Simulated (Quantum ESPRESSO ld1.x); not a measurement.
The numbers below are computed, except where a source is named.
Question: The tin ion Sn3+, 47 electrons, occupied as [Kr] 4d10 5s1 (the NIST ground configuration). Code: ld1.x of Quantum ESPRESSO 7.5. Model: scalar-relativistic Kohn-Sham, relativistic LDA (MacDonald-Vosko exchange, VWN5 correlation), spin-unpolarised, spherical densities, point nucleus. Some entries of the table are withheld. Estimate them.

orbital  occ.  eigenvalue (eV)  r(max) (bohr)  <r> (bohr)
1s          2              (1)          0.019     0.02916
2s          2        -4390.752          0.106      0.1259
2p          6        -3951.346          0.085      0.1098
3s          2         -871.182          0.308      0.3405
3p          6         -726.944            (2)      0.3385
3d         10         -503.295          0.251      0.3150
4s          2         -162.908          0.744      0.8192
4p          6         -119.061          0.787      0.8853
4d         10          -55.314          0.887       1.082
5s          1          -36.400           1.90       2.109
5p          0          -27.138           2.19       2.458
6s          0          -14.689           4.25       4.418

Answer: 
(1) 1s eigenvalue (eV): -28878.183
(2) 3p r(max) (bohr): 0.301
